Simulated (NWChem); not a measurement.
The numbers come from NWChem runs, not from measurements. System: H6B2, charge 0, spin multiplicity 1, at a geometry optimised with B3LYP/def2-SVP. The structure started from a generated list of species. Level: MP2/cc-pVTZ, 2 core orbitals frozen.

The NWChem input:

```
start mol
memory heap 200 mb stack 900 mb global 1100 mb
geometry units angstroms nocenter noautoz
  B      0.000000     0.000000     0.888533
  B      0.000000     0.000000    -0.888533
  H      0.000000    -0.988328     0.000000
  H      1.049361     0.000000     1.473478
  H     -1.049361     0.000000     1.473478
  H      0.000000     0.988328     0.000000
  H      1.049361     0.000000    -1.473478
  H     -1.049361     0.000000    -1.473478
  symmetry group D2h
end
basis spherical
  * library cc-pvtz
end
scf
  rhf
  nopen 0
  maxiter 100
  thresh 1e-7
  semidirect memsize 60000000 filesize 0
end
mp2
  freeze core 2
end
task mp2 energy
```

Output (cleaned and shortened):

```
             Northwest Computational Chemistry Package (NWChem) 7.3.0
             --------------------------------------------------------

                                NWChem Input Module
                                -------------------

 Scaling coordinates for geometry "geometry" by  1.889725989
 (inverse scale =  0.529177249)

 Turning off AUTOSYM since
 SYMMETRY directive was detected!

                             Geometry "geometry" -> ""
                             -------------------------

 Output coordinates in angstroms (scale by  1.889725989 to convert to a.u.)

  No.       Tag          Charge          X              Y              Z
 ---- ---------------- ---------- -------------- -------------- --------------
    1 B                    5.0000     0.00000000     0.00000000     0.88853300
    2 B                    5.0000     0.00000000     0.00000000    -0.88853300
    3 H                    1.0000     0.00000000    -0.98832800     0.00000000
    4 H                    1.0000     1.04936100     0.00000000     1.47347800
    5 H                    1.0000    -1.04936100     0.00000000     1.47347800
    6 H                    1.0000     0.00000000     0.98832800     0.00000000
    7 H                    1.0000     1.04936100     0.00000000    -1.47347800
    8 H                    1.0000    -1.04936100     0.00000000    -1.47347800

 Effective nuclear repulsion energy (a.u.)      31.7896694091

            Nuclear Dipole moment (a.u.)
            ----------------------------
        X                 Y               Z
 ---------------- ---------------- ----------------
     0.0000000000     0.0000000000     0.0000000000

      Symmetry information
      --------------------

 Group name             D2h
 Group number             26
 Group order               8
 No. of unique centers     3

      Symmetry unique atoms

     1    3    4


 Summary of "ao basis" -> "" (spherical)
 ------------------------------------------------------------------------------
       Tag                 Description            Shells   Functions and Types
 ---------------- ------------------------------  ------  ---------------------
 *                          cc-pvtz                   on all atoms

 Summary of "ao basis" -> "ao basis" (spherical)
 ------------------------------------------------------------------------------
       Tag                 Description            Shells   Functions and Types
 ---------------- ------------------------------  ------  ---------------------
 B                          cc-pvtz                 10       30   4s3p2d1f
 H                          cc-pvtz                  6       14   3s2p1d

                                 NWChem SCF Module
                                 -----------------

  ao basis        = "ao basis"
  functions       =   144
  atoms           =     8
  closed shells   =     8
  open shells     =     0
  charge          =   0.00
  wavefunction    = RHF
  use symmetry    = T
  symmetry adapt  = T

 Summary of "ao basis" -> "ao basis" (spherical)
 ------------------------------------------------------------------------------
       Tag                 Description            Shells   Functions and Types
 ---------------- ------------------------------  ------  ---------------------
 B                          cc-pvtz                 10       30   4s3p2d1f
 H                          cc-pvtz                  6       14   3s2p1d

      Symmetry analysis of basis
      --------------------------

        ag         30
        au          8
        b1g        10
        b1u        26
        b2g        18
        b2u        18
        b3g        14
        b3u        20

 Forming initial guess at       0.1s

      Superposition of Atomic Density Guess
      -------------------------------------

 Sum of atomic energies:         -52.06779932

      Non-variational initial energy
      ------------------------------

 Total energy =     -53.295088
 1-e energy   =    -129.997908
 2-e energy   =      44.913151
 HOMO         =      -0.382096
 LUMO         =      -0.006443

      Symmetry analysis of molecular orbitals - initial
      -------------------------------------------------

  Numbering of irreducible representations:

     1 ag          2 au          3 b1g         4 b1u         5 b2g
     6 b2u         7 b3g         8 b3u

  Orbital symmetries:

     1 ag          2 b1u         3 ag          4 b1u         5 b2u
     6 b3u         7 ag          8 b2g         9 b3g        10 ag
    11 b1u        12 ag         13 b2u        14 b3u        15 b1u
    16 ag         17 b3u        18 b2g

 Starting SCF solution at       1.5s

 ----------------------------------------------
         Quadratically convergent ROHF

 Convergence threshold     :          1.000E-07
 Maximum no. of iterations :          100
 Final Fock-matrix accuracy:          1.000E-09
 ----------------------------------------------

              iter       energy          gnorm     gmax       time
             ----- ------------------- --------- --------- --------
                 1      -52.8041880196  5.06D-01  2.04D-01      1.7
                 2      -52.8337537000  8.48D-02  2.08D-02      1.9
                 3      -52.8344258093  2.57D-03  7.45D-04      2.3
                 4      -52.8344265517  2.75D-06  7.81D-07      2.9
                 5      -52.8344265517  3.38D-09  9.97D-10      3.4

       Final RHF  results
       ------------------

         Total SCF energy =    -52.834426551747
      One-electron energy =   -131.574798823826
      Two-electron energy =     46.950702862996
 Nuclear repulsion energy =     31.789669409083

        Time for solution =      1.9s

       Symmetry analysis of molecular orbitals - final
       -----------------------------------------------

  Numbering of irreducible representations:

     1 ag          2 au          3 b1g         4 b1u         5 b2g
     6 b2u         7 b3g         8 b3u

  Orbital symmetries:

     1 ag          2 b1u         3 ag          4 b1u         5 b2u
     6 b3u         7 ag          8 b2g         9 b3g        10 ag
    11 b1u        12 b2u        13 ag         14 b3u        15 ag
    16 b3u        17 b1u        18 b2g

             Final eigenvalues
             -----------------

              1
    1   -7.6213
    2   -7.6207
    3   -0.8811
    4   -0.6359
    5   -0.5556
    6   -0.5364
    7   -0.5159
    8   -0.4698
    9    0.0976
   10    0.1545
   11    0.1692
   12    0.1819
   13    0.1888
   14    0.2399
   15    0.2437
   16    0.2550
   17    0.2618
   18    0.2834

                       ROHF Final Molecular Orbital Analysis
                       -------------------------------------

 Vector    6  Occ=2.000000D+00  E=-5.363504D-01  Symmetry=b3u
              MO Center=  3.5D-17, -3.8D-20, -2.2D-16, r^2= 2.9D+00
   Bfn.  Coefficient  Atom+Function         Bfn.  Coefficient  Atom+Function
  ----- ------------  ---------------      ----- ------------  ---------------
     8      0.213178  1 B  px                38      0.213178  2 B  px
     5      0.162515  1 B  px                35      0.162515  2 B  px

 Vector    7  Occ=2.000000D+00  E=-5.159392D-01  Symmetry=ag
              MO Center= -1.0D-15, -8.2D-15,  1.3D-15, r^2= 3.0D+00
   Bfn.  Coefficient  Atom+Function         Bfn.  Coefficient  Atom+Function
  ----- ------------  ---------------      ----- ------------  ---------------
    10      0.194860  1 B  pz                40     -0.194860  2 B  pz
     7      0.164938  1 B  pz                37     -0.164938  2 B  pz

 Vector    8  Occ=2.000000D+00  E=-4.698080D-01  Symmetry=b2g
              MO Center= -6.5D-17,  1.1D-17, -2.5D-17, r^2= 3.3D+00
   Bfn.  Coefficient  Atom+Function         Bfn.  Coefficient  Atom+Function
  ----- ------------  ---------------      ----- ------------  ---------------
     8      0.220921  1 B  px                38     -0.220921  2 B  px
     5      0.161440  1 B  px                35     -0.161440  2 B  px

 Vector    9  Occ=0.000000D+00  E= 9.762508D-02  Symmetry=b3g
              MO Center= -3.5D-18, -4.6D-19, -5.5D-16, r^2= 4.6D+00
   Bfn.  Coefficient  Atom+Function         Bfn.  Coefficient  Atom+Function
  ----- ------------  ---------------      ----- ------------  ---------------
    12      0.837526  1 B  py                42     -0.837526  2 B  py
     9      0.246101  1 B  py                39     -0.246101  2 B  py
     6      0.162836  1 B  py                36     -0.162836  2 B  py

 Vector   10  Occ=0.000000D+00  E= 1.544542D-01  Symmetry=ag
              MO Center=  2.2D-17,  2.7D-15, -1.6D-15, r^2= 6.3D+00
   Bfn.  Coefficient  Atom+Function         Bfn.  Coefficient  Atom+Function
  ----- ------------  ---------------      ----- ------------  ---------------
    63      2.759709  3 H  s                105      2.759709  6 H  s
     4     -2.085698  1 B  s                 34     -2.085698  2 B  s
    13      1.104090  1 B  pz                43     -1.104090  2 B  pz
    62      0.272194  3 H  s                104      0.272194  6 H  s
    10      0.247188  1 B  pz                40     -0.247188  2 B  pz

 Vector   11  Occ=0.000000D+00  E= 1.692388D-01  Symmetry=b1u
              MO Center= -1.2D-17,  9.5D-20,  1.4D-14, r^2= 1.1D+01
   Bfn.  Coefficient  Atom+Function         Bfn.  Coefficient  Atom+Function
  ----- ------------  ---------------      ----- ------------  ---------------
     4      5.207127  1 B  s                 34     -5.207127  2 B  s
    13     -2.913307  1 B  pz                43     -2.913307  2 B  pz
    10     -0.563259  1 B  pz                40     -0.563259  2 B  pz
    21      0.453001  1 B  d  0              51     -0.453001  2 B  d  0
    77     -0.170883  4 H  s                 91     -0.170883  5 H  s

 center of mass
 --------------
 x =   0.00000000 y =   0.00000000 z =   0.00000000

 moments of inertia (a.u.)
 ------------------
         100.364324970616           0.000000000000           0.000000000000
           0.000000000000         109.185671683834           0.000000000000
           0.000000000000           0.000000000000          22.883278564855

  Mulliken analysis of the total density
  --------------------------------------

    Atom       Charge   Shell Charges
 -----------   ------   -------------------------------------------------------
    1 B    5     5.16   1.96  0.76  0.11  0.22  0.61  1.18  0.18  0.05  0.09  0.01
    2 B    5     5.16   1.96  0.76  0.11  0.22  0.61  1.18  0.18  0.05  0.09  0.01
    3 H    1     0.92   0.26  0.50  0.14  0.01  0.01  0.00
    4 H    1     0.96   0.26  0.49  0.21  0.00  0.01  0.00
    5 H    1     0.96   0.26  0.49  0.21  0.00  0.01  0.00
    6 H    1     0.92   0.26  0.50  0.14  0.01  0.01  0.00
    7 H    1     0.96   0.26  0.49  0.21  0.00  0.01  0.00
    8 H    1     0.96   0.26  0.49  0.21  0.00  0.01  0.00

       Multipole analysis of the density wrt the origin
       ------------------------------------------------

     L   x y z        total         open         nuclear
     -   - - -        -----         ----         -------
     0   0 0 0      0.000000      0.000000     16.000000

     1   1 0 0      0.000000      0.000000      0.000000
     1   0 1 0      0.000000      0.000000      0.000000
     1   0 0 1     -0.000000      0.000000      0.000000

     2   2 0 0    -13.643831      0.000000     15.729231
     2   1 1 0      0.000000      0.000000      0.000000
     2   1 0 1      0.000000      0.000000      0.000000
     2   0 2 0    -11.230325      0.000000      6.976376
     2   0 1 1     -0.000000      0.000000      0.000000
     2   0 0 2    -14.260299      0.000000     59.206313

                   NWChem MP2 Semi-direct Energy/Gradient Module
                   ---------------------------------------------

  Basis functions       =    144
  Molecular orbitals    =    144
  Frozen core           =      2
  Frozen virtuals       =      0
  Active alpha occupied =      6
  Active beta occupied  =      6
  Active alpha virtual  =    136
  Active beta virtual   =    136
  Use MO symmetry       = T
  Use skeleton AO sym   = T

  AO/Fock/Back tols     =   1.0D-09  1.0D-09  1.0D-09

 GA uses MA = F    GA memory limited = T

 Available:
  local mem=  1.26D+08
 global mem=  1.44D+08
 local disk=  0.00D+00
  mp2_memr nvloc                   136
  nvloc new                   136
   1 passes of   6:        4194304                      83085                  28689506.
   1 passes of   6: M    126139786           G      144137728           F     121945482.

 Semi-direct pass number   1 of   1  for RHF alpha+beta  at        3.7s
  vrange nnbf                 10328
  mp2_eaftype                   109  avail_ma_in_mb                  1099
 EAF : mp2_eaftype filesize         109   14344753.
  mp2_eaf for mointskh                    109
Node 0 wrote     67.4 Mb in      0.1 s     Agg I/O rate:  1331.1 Mb/s
 Done moints_semi at       14.4s
  mp2_eaftype                   109  avail_ma_in_mb                   990
 EAF : mp2_eaftype filesize         109   14344753.
  mp2_eaf for kh                   109
 Done maket at       14.7s
 Done multipass loop at       14.7s

          -------------------------------------------
          SCF energy                 -52.834426551747
          Correlation energy          -0.261878121048
          Singlet pairs               -0.202122209479
          Triplet pairs               -0.059755911569
          Total MP2 energy           -53.096304672795
          -------------------------------------------

          ---------------------------------------------------
                    Spin Component Scaled (SCS) MP2
          Same spin pairs                     -0.039837274379
          Same spin scaling factor             0.333333333333
          Opposite spin pairs                 -0.222040846669
          Opposite spin scaling fact.          1.200000000000
          SCS-MP2 correlation energy          -0.279728107463
          Total SCS-MP2 energy               -53.114154659209
          ---------------------------------------------------

 -----------------------
 Performance information
 -----------------------

 Timer overhead =  2.08D-07 seconds/call

               Nr. of calls         CPU time (s)                 Wall time (s)                GFlops
             ---------------    -------------------     ------------------------------   -------------------
Name         Min   Avg   Max    Min     Avg     Max     Min     Avg     Max   Mx/calls   Min     Max     Sum
mp2: moin     1     1     1    11.     11.     11.      11.     11.     11.     11.      0.0     0.0     0.0
mp2: make     1     1     1   0.26    0.26    0.26     0.26    0.26    0.26    0.26      0.0     0.0     0.0
mp2: tota     1     1     1    11.     11.     11.      11.     11.     11.     11.      0.0     0.0     0.0

 The average no. of pstat calls per process was 3.00D+00
 with a timing overhead of 6.25D-07s

 Task  times  cpu:       14.6s     wall:       14.6s

 Total times  cpu:       14.7s     wall:       14.7s
```
